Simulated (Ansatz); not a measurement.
The cluster Mg₄O₇H₆⁻. The state is a doublet with charge -1. Geometry PBE0-D4/def2-SVP, that of the neutral singlet.

```xyz
17

Mg   -1.997   -0.846    0.240
Mg    2.573    2.242    1.776
Mg    0.352    0.594    0.764
Mg   -0.818   -1.598   -2.167
O    -0.053   -1.151   -0.310
O    -0.661    0.083   -0.993
O    -1.438    0.228    1.681
O     1.966    0.401    1.871
O    -0.421   -2.294   -3.785
O    -2.565   -1.925   -1.202
O     0.977    2.457    0.693
H     2.343   -0.391    2.255
H    -3.297   -2.458   -1.513
H     0.620    3.193    0.197
H     3.854    3.203    2.381
H    -1.726    0.551    2.534
H     0.290   -2.291   -4.422
```

LC-ωPBE has ω = 0.4 bohr⁻¹. The structure holds one bond between oxygen atoms, so isomers without such links may lie far lower. At PBE-D4/def2-TZVP, PBE0-D4/def2-TZVP the highest occupied level of the charge -1 doublet lies above zero (up to 1.40 eV). By energy differences its removal costs 0.38 eV (vertical, to the charge 0 singlet, at PBE-D4/def2-TZVP); self-interaction error and the lack of diffuse functions both raise the level. The structure comes from a short search, and lower isomers may exist.

Task: Estimate the α-spin orbital energies around the gap (eV) in Ansatz with PBE-D4/def2-TZVP, PBE0-D4/def2-TZVP, LC-ωPBE/def2-TZVP.

Result: 
| orbital | PBE-D4/def2-TZVP | PBE0-D4/def2-TZVP | LC-ωPBE/def2-TZVP |
| --- | --- | --- | --- |
| HOMO−5 | -3.27 | -4.69 | -7.64 |
| HOMO−4 | -2.71 | -4.38 | -7.43 |
| HOMO−3 | -2.53 | -4.19 | -7.24 |
| HOMO−2 | -2.35 | -4.01 | -6.94 |
| HOMO−1 | -1.95 | -3.64 | -6.60 |
| HOMO | 1.40 | 1.15 | -0.30 |
| LUMO | 1.86 | 2.36 | 3.87 |
| LUMO+1 | 1.99 | 2.90 | 4.41 |
| LUMO+2 | 2.37 | 3.08 | 4.61 |
| LUMO+3 | 2.51 | 3.08 | 4.84 |
| LUMO+4 | 2.69 | 3.43 | 5.05 |
| LUMO+5 | 3.35 | 3.82 | 5.34 |
| β HOMO | -1.94 | -3.63 | -6.60 |
| β LUMO | 1.76 | 2.36 | 3.89 |
